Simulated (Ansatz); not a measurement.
ClGaH4Si, SMILES `[SiH3][GaH][Cl]`, charge 0, multiplicity 1.

(1) Give a relaxed structure at PBE0-D4/def2-TZVP (Ansatz). (Best estimate.)

Answers

(1) Computed: 
Z-matrix (Å, degrees):
```
Si
Ga 1 2.404
H 1 1.487 2 109.1
H 1 1.487 2 109.1 3 118.8
H 1 1.487 2 111.9 3 -120.6
Cl 2 2.161 1 113.6 3 -59.2
H 2 1.564 1 133.0 3 120.8
```
Point group Cs.
